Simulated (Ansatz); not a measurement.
Geometry optimisation, Ansatz 0.2.0, RKS PBE0-D4/def2-SVP.

Input file:

```yaml
crystal:
  periodic: [false, false, false]
  atoms:
    - { symbol: Ge, position_ang: [0.207712, -0.034337, -0.028229] }
    - { symbol: Cl, position_ang: [0.793072, 0.044608, 2.081534] }
    - { symbol: H, position_ang: [1.695313, 0.062934, -0.367179] }
    - { symbol: O, position_ang: [-0.706127, 1.396104, -0.506263] }
    - { symbol: H, position_ang: [-1.651636, 1.229748, -0.5969] }
    - { symbol: H, position_ang: [-0.602434, -1.305956, -0.314064] }
basis:
  gaussian: { orbitals: def2-SVP }
hamiltonian:
  xc: pbe0
  dispersion: d4
relax:
  f_tol: 0.03
  max_steps: 50
```

Command:

```bash
$ ansatz run input.yaml --threads 1 --pin off --max-ram 2048MiB --backend cpu --events-out ev --progress --plain --runs-dir out
```

Where does it end, and by what steps?

It converged. After 6 steps the energy has fallen by 0.299 eV; H5 moved furthest, 0.36 Å.

```
step  energy less start (eV)  largest force component (eV/Å)  accepted
   0                  0.0000                           0.996       yes
   1                 -0.2301                           0.443       yes
   2                 -0.2271                           1.655        no
   3                 -0.2720                           0.490       yes
   4                 -0.2890                           0.112       yes
   5                 -0.2978                           0.123       yes
   6                 -0.2987                           0.018       yes
```

```xyz
6
Properties=species:S:1:pos:R:3
Ge 0.273 -0.062 -0.018
Cl 0.447 0.113 2.132
H 1.660 0.078 -0.642
O -0.656 1.306 -0.639
H -1.548 1.354 -0.280
H -0.441 -1.396 -0.284
```

Run time: 12 s on 1 thread of Intel(R) Xeon(R) 6975P-C (Granite Rapids), with other jobs on the host, peak memory 0.18 GiB.
